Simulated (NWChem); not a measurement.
**Ionisation of BN**

```
B
N 1 1.3170
```
Charge 0, spin multiplicity 3.

Program: NWChem. The geometry was optimised at UPBE0/def2-SVP, a minimum by its harmonic frequencies.

Basis set: def2-TZVPD. The species with one electron less has spin multiplicity 4 and keeps the geometry of the parent. Δ marks differences of total energies (open shells unrestricted). −ε marks an orbital energy of the parent. That orbital need not have the symmetry of the hole or added electron in the Δ rows.

B3LYP has NWChem's definition, with VWN1-RPA local correlation. This spin state was chosen for the runs; another may lie lower. The structure started from a generated list of species. The unpaired electrons of the parent sit in orbitals of symmetry a1 and b2 (C2v labels of the run); other states weren't searched. No SCF solution was tested for a lower state.

### Question
For the first vertical ionisation energy, −ε(beta HOMO) of PBE gives 7.43 eV and −ε(beta HOMO) of PBE0 gives 8.69 eV. What do −ε(beta HOMO) of B3LYP, −ε(beta HOMO) of M06-2X, ΔPBE give?

### Answer
−ε(beta HOMO) of B3LYP: 8.48 eV; −ε(beta HOMO) of M06-2X: 9.91 eV; ΔPBE: 11.78 eV.
